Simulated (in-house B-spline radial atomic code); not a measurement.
**Ionising the palladium ion Pd²⁺ with different functionals**

Computed with a radial B-spline atomic code at the basis-set limit: four-component Dirac-Coulomb Hamiltonian, Fermi nucleus of rms radius 4.5318 fm, spin-restricted, spherical fractional occupations for the functionals. The ionisation energy is the difference of two self-consistent energies, [Kr] 4d8 → [Kr] 4d7, without Breit or QED terms; ε is the level of the shell that loses the electron (mean over j). The electron is taken from both j subshells in proportion to 2j + 1, so the result is a j average, not the step between ground levels.

Hybrids are left out here: with spherical fractional occupations of an open shell their exact exchange keeps a self-interaction that integer-occupation calculations don't have.

```
           method  rung  ΔSCF (eV)  -ε(4d) (eV)
         LDA VWN5   LDA      34.60        27.58
 relativistic LDA   LDA      34.62        27.59
         LDA PW92   LDA      34.60        27.58
LDA exchange-only   LDA      33.01        26.04
              PBE   GGA      34.36        27.32
           PBEsol   GGA      34.35        27.32
             BLYP   GGA      34.25        27.23
             RPBE   GGA      34.28        27.24
             PW91   GGA      34.44        27.40
             BP86   GGA          ?            ?
             AM05   GGA          ?            ?
             OLYP   GGA      34.43        27.35
```

(1) What does AM05 give?

(2) What does BP86 give?

(3) How do they compare with the NIST value?

## Answers

(1) ΔSCF 34.34 eV, and -ε(4d) = 27.30 eV.

(2) ΔSCF 34.44 eV, and -ε(4d) = 27.42 eV.

(3) NIST lists 32.930 eV (semi-empirical, ground level to ground level). Errors run from +0.08 to +1.69 eV. The correlated functionals all miss on the same side by more than they spread, so the cause is common to them (Breit-QED terms, spin polarisation, the choice among j levels, multiplet and fine-structure energies, or a listed next ion that isn't the cheapest removal here) and closeness doesn't rank the functionals.
